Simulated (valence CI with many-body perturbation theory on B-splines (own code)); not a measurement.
Er⁴⁵⁺: magnetic and hyperfine properties of the levels

Calculated by relativistic CI+MBPT: five valence electrons over a frozen Dirac-Fock core [Ar], radial functions for each j: 7 s, 7 p, 8 d, 6 f, 4 g, 1 h, with the one-electron correlation potential Σ1 (screened to all orders), the two-electron term Σ2, the three-electron term Σ3, Breit, model QED; selected single and double excitations, second order for the rest (own B-spline code, finite nucleus).

The last digits are not significant, and no measured levels were compared; by estimate large intervals hold to a few tenths of a per cent, small ones and those within an open d or f shell to about a per cent. Among the levels kept, up to 250 cm⁻¹ of a level comes from second order outside the variational space, and about a tenth of that is noise between levels of different J, which matters for small intervals. Only levels of the ground parity were solved; by the run's estimate the other parity begins above the list, which can be wrong where configurations are misplaced.

A/g_I is the dipole constant over the nuclear g factor μ/I (μ in nuclear magnetons, uniformly magnetised nucleus), B/Q the quadrupole constant per barn. Both hold the static response of the core; the bare values leave it out. Large factors of s and p1/2 electrons are usually good to 5 to 10 %; those of open d and f shells near neutrality can be off by tens of per cent, and small factors of p3/2, d and f electrons come from cancelling terms and can be off by a factor of two or in sign, in half-filled shells by more. B is blank for J = 1/2, where it vanishes, and for nearly pure S terms. Energies count from the lowest level.

Levels are named by their leading jj configuration (3d3/2^4 stands for four electrons in 3d with j = 3/2), which in mixed levels can hold well under half, so a name can repeat and another be missing. Letters in brackets count levels of one name in rising energy.

```tsv
Level	E (cm⁻¹)	g	A/g_I (MHz)	A/g_I bare	B/Q (MHz/b)	B/Q bare
(3d3/2^4 3d5/2) J=5/2	0	1.334	24900	25700	45500	46000
(3d3/2^3 3d5/2^2) J=5/2 [a]	291520	1.333	16300	17100	20300	20500
(3d3/2^3 3d5/2^2) J=7/2 [a]	378890	1.155	32100	32600	53000	53700
(3d3/2^3 3d5/2^2) J=11/2	389830	1.109	40700	41100	-580	-680
(3d3/2^3 3d5/2^2) J=3/2 [a]	390200	1.180	39600	40100	44100	44600
(3d3/2^3 3d5/2^2) J=9/2	426600	1.136	36400	36900	53600	54300
(3d3/2^3 3d5/2^2) J=5/2 [b]	449970	1.138	37600	38000	-157	-136
(3d3/2^3 3d5/2^2) J=1/2	469390	1.826	-20600	-18600		
(3d3/2^3 3d5/2^2) J=7/2 [b]	485770	1.083	44000	44300	-55900	-56600
(3d3/2^3 3d5/2^2) J=3/2 [b]	594430	0.793	70100	69700	-53300	-54000
(3d3/2^2 3d5/2^3) J=5/2 [a]	665120	1.279	14800	15500	3360	3420
(3d3/2^2 3d5/2^3) J=7/2 [a]	724110	1.210	27300	27900	-3880	-3940
(3d3/2^2 3d5/2^3) J=11/2	729290	1.084	40100	40400	1260	1280
(3d3/2^2 3d5/2^3) J=9/2 [a]	743980	1.141	34700	35100	-6930	-7020
(3d3/2^2 3d5/2^3) J=13/2	766820	1.068	43000	43300	-69.1	-62.9
(3d3/2^2 3d5/2^3) J=1/2 [a]	773040	0.490	108000	107000		
(3d3/2^2 3d5/2^3) J=3/2 [a]	782670	1.172	33800	34300	2370	2390
(3d3/2^2 3d5/2^3) J=5/2 [b]	793280	1.020	47000	47100	-7210	-7280
(3d3/2^2 3d5/2^3) J=9/2 [b]	831800	1.099	39400	39800	1840	1860
(3d3/2^2 3d5/2^3) J=7/2 [b]	849580	0.982	52500	52600	-1580	-1610
(3d3/2^2 3d5/2^3) J=5/2 [c]	863280	1.044	44600	44800	7690	7770
(3d3/2^2 3d5/2^3) J=3/2 [b]	872620	0.840	65200	64900	4920	5010
(3d3/2^2 3d5/2^3) J=7/2 [c]	910490	1.035	47500	47700	2730	2760
(3d3/2^2 3d5/2^3) J=1/2 [b]	911400	1.781	-23800	-21900		
(3d3/2^2 3d5/2^3) J=9/2 [c]	972910	1.104	38900	39300	24300	24600
(3d3/2^2 3d5/2^3) J=3/2 [c]	1086300	1.181	32100	32600	-19300	-19600
(3d3/2 3d5/2^4) J=5/2 [a]	1087300	1.262	25400	26100	-11600	-11800
(3d3/2^2 3d5/2^3) J=5/2 [d]	1115300	1.131	26000	26400	5920	6040
(3d3/2 3d5/2^4) J=7/2 [a]	1162100	1.183	30600	31100	-64900	-65700
(3d3/2 3d5/2^4) J=11/2	1175000	1.066	41800	42100	-778	-691
(3d3/2 3d5/2^4) J=3/2 [a]	1186800	0.961	45500	45500	-48100	-48700
(3d3/2 3d5/2^4) J=9/2	1230300	1.111	37100	37500	-72700	-73700
(3d3/2 3d5/2^4) J=5/2 [b]	1263400	1.109	37400	37800	9420	9540
(3d3/2 3d5/2^4) J=7/2 [b]	1287000	1.001	47200	47300	70500	71400
(3d3/2 3d5/2^4) J=1/2	1350000	1.203	-6920	-6340		
(3d3/2 3d5/2^4) J=3/2 [b]	1460200	0.871	68200	68000	69400	70300
(3d5/2^5) J=5/2	1599000	1.146	30000	30500	-73200	-74100
```

**Question.** Take the isotope of mass number 167, with I = 7/2, μ = -0.5623 μN and Q = 3.57 b. What is the hyperfine structure of (3d3/2^3 3d5/2^2) J=7/2 [a]?

**Answer.** From the table A = -5160 MHz, B = 189000 MHz. Shifts from the centre of gravity in MHz: F = 0: 183000, F = 1: 158000, F = 2: 113000, F = 3: 55100, F = 4: -4080, F = 5: -49200, F = 6: -60800, F = 7: -16000.
